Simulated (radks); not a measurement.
Problem. The iron ion Fe11+, configuration [Ne] 3s2 3p3. Calculated with a radial shooting solver on a logarithmic mesh with Libxc functionals: scalar-relativistic Kohn-Sham, PBEsol, spin-polarised, spherical densities, finite nucleus; open shells are filled with parallel spins first; Fermi nuclear charge, rms radius 3.7377 fm. Some entries of the table are withheld. Estimate them.

orbital  occ.  eigenvalue (hartree)  <1/r> (bohr^-1)
1s up       1             -268.2111            25.96
1s down     1             -268.1312            25.96
2s up       1             -41.12663            5.586
2s down     1             -41.05715            5.589
2p up       3             -36.75188            5.481
2p down     3             -36.65702            5.481
3s up       1             -12.83738            2.017
3s down     1             -12.49824            2.007
3p up       3                   (1)            1.933
3p down     0                   (2)            1.924

Solution. 
(1) 3p up eigenvalue (hartree): -11.51849
(2) 3p down eigenvalue (hartree): -11.18433
